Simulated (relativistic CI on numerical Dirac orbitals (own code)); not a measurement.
**Mn⁵⁺ in a cubic cluster: 3s photoemission with charge transfer**

Computed with a charge-transfer multiplet model of a cubic metal-ligand cluster with up to 2 ligand holes, Slater and spin-orbit integrals from Dirac-Coulomb-Breit ions, Slater integrals scaled by 0.8. The ground state mixes d2 with configurations of k ligand holes L, whose averages lie at kΔ + k(k − 1)U_dd/2; a core hole lowers each added d electron by U_cd. 300 K, Lorentzian 1.4 eV and Gaussian 0.8 eV FWHM.

Atomic integrals in eV (Slater integrals scaled, ζ unscaled), ground: F2dd 10.611, F4dd 6.708, zeta_d 0.057; with the core hole: F2dd 11.280, F4dd 7.158, zeta_d 0.065, G2cd 10.667.

Cluster parameters (eV): U_dd = 6.8, U_cd = 7.8, 10Dq = 1.5, 10Dq(ligand) = 0.1, V(eg) = 2.3, V(t2g) = -1, final-state hopping factor = 0.8.

```
       Case   n_d    d2   d3L  d4L2     S
Δ = -3.1 eV  3.13  0.13  0.62  0.25  1.00
Δ = -0.1 eV  2.85  0.29  0.58  0.13  1.00
 Δ = 0.9 eV  2.75  0.35  0.54  0.10  1.00
```

Weights, n_d and S are thermal averages at 300 K. Binding energies count from the first peak over 30 % of the highest in each spectrum, which can be another peak from case to case. The parameters are a model scan and need not match a compound or its usual spin state. Peaks in eV (height, largest 100):
- Δ = -3.1 eV: 0.0 (100), 4.8 (53), 9.7 (85), 18.6 (14), 22.9 (5)
- Δ = -0.1 eV: 0.0 (100), 4.8 (60), 9.2 (77), 17.8 (21)
- Δ = 0.9 eV: 0.0 (100), 4.9 (59), 9.0 (75), 13.4 (20), 17.6 (22), 23.8 (5)

Curve for Δ = 0.9 eV (points under 2 left out, the grid thinned):

(E (eV), Intensity): (-3.8, 5.6), (-3.1, 7.9), (-2.5, 11.4), (-1.8, 19.9), (-1.2, 37.9), (-0.5, 81.5), (0.2, 97.0), (0.8, 77.9), (1.5, 73.7), (2.1, 53.9), (2.8, 32.0), (3.4, 29.1), (4.1, 43.1), (4.8, 59.2), (5.4, 53.7), (6.1, 45.7), (6.7, 43.2), (7.4, 41.4), (8.1, 51.7), (8.7, 70.5), (9.4, 70.8), (10.0, 58.0), (10.7, 48.2), (11.4, 37.0), (12.0, 26.8), (12.7, 20.5), (13.3, 19.7), (14.0, 19.1), (14.7, 16.7), (15.3, 14.7), (16.0, 14.3), (16.6, 17.3), (17.3, 21.4), (18.0, 20.6), (18.6, 15.3), (19.3, 9.5), (19.9, 7.3), (20.6, 5.7), (21.2, 4.9), (21.9, 4.0), (22.6, 3.5), (23.2, 4.3), (23.9, 5.0), (24.5, 3.7), (25.2, 2.1)

For the case Δ = -0.1 eV, Δ = -0.1 eV is smaller than U_dd = 6.8 eV, the charge-transfer side of the Zaanen-Sawatzky-Allen scheme (negative Δ: between configuration averages a ligand hole costs less than the nominal valence; multiplet and field energies can change this for the lowest states). With the core hole the configuration with one ligand hole lies at Δ − U_cd = -10.9, -7.9, -6.9 eV from the one without, in the order of the table; where this is negative the screened configuration lies lower.

With at most 2 ligand holes the space is cut while the next configuration still counts, so covalency is underestimated, and a final configuration with one more ligand hole, which can lie low, is missing from the spectra.

Without intra-shell correlation the exchange splitting of the 3s hole comes out too large.
